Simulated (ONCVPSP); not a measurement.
Transferability test, ONCV potential for zinc

```json
{
  "Element": "zinc",
  "Generator": "ONCVPSP 4.0.1",
  "Type": "optimised norm-conserving Vanderbilt (ONCV)",
  "Functional": "LDA (Perdew-Zunger)",
  "Relativity": "scalar-relativistic",
  "Frozen core": "[Ne]",
  "Valence charge": "20",
  "Reference configuration": "3s2 3p6 3d10 4s2",
  "Partial waves": "3s+4s: rc 1.25 bohr, ncon 5, nbas 9, qcut 8.1 1/bohr, 2 projectors; 3p: rc 0.95 bohr, ncon 3, nbas 7, qcut 17.2 1/bohr, 2 projectors, debl 3.2 Ha; 3d: rc 0.85 bohr, ncon 4, nbas 9, qcut 14.5 1/bohr, local",
  "Local potential": "the d channel",
  "Core correction": "Teter function, fcfact 3, rcfact 1.1"
}
```

Energies are relative to the spin-unpolarised reference configuration 3s2 3p6 3d10 4s2; without spin polarisation the order of configurations can differ from experiment.

| valence configuration | charge | ΔE all-electron (eV) | error AE − PS (meV) |
| --- | --- | --- | --- |
| 3s2 3p6 3d10 4s1 | +1 | 10.190 | -0.4 |
| 3s2 3p6 3d9 4s0 | +3 | 69.850 | -25 |
| 3s2 3p5 3d10 4s2 | +1 | 91.915 | -20 |

Problem. What are ΔE and the potential's error for 3s2 3p6 3d10 4s0?

Solution. ΔE = 28.959 eV all-electron; the error (AE − PS) is +0.2 meV.
